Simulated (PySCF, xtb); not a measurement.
B(Cl)(Me)(SH) (CH4BClS), SMILES B(C)(S)Cl.

Geometry: B3LYP-D3(BJ)/def2-SVP. The values are those of a single conformer.

Level of theory: C-PCM-M06-2X/def2-SVP run with PySCF 2.14.0.

The values are the electrostatic part of the solvation free energy, E(continuum) − E(gas) at the gas-phase geometry, in a cavity of scaled van der Waals radii (PySCF's table); cavitation and dispersion terms are not included. In vacuum the orbital gap is 9.34 eV. The dipole moment in vacuum is 2.25 D.

**Question.** Estimate the values in water (ε = 78.36), chloroform (ε = 4.71), methanol (ε = 32.61). (An estimate is asked for; the answer gives what the named calculation found.)

**Answer.** 
| solvent | ε | ΔG(elec) (kcal/mol) | dipole (D) | gap (eV) |
|---|---|---|---|---|
| water | 78.36 | -2.9 | 3.00 | 9.41 |
| chloroform | 4.71 | -2.2 | 2.81 | 9.39 |
| methanol | 32.61 | -2.9 | 2.98 | 9.40 |

For comparison, GFN2-xTB/ALPB(water) (xtb, at the GFN2-xTB geometry, all terms of that model) gives -2.6 kcal/mol.
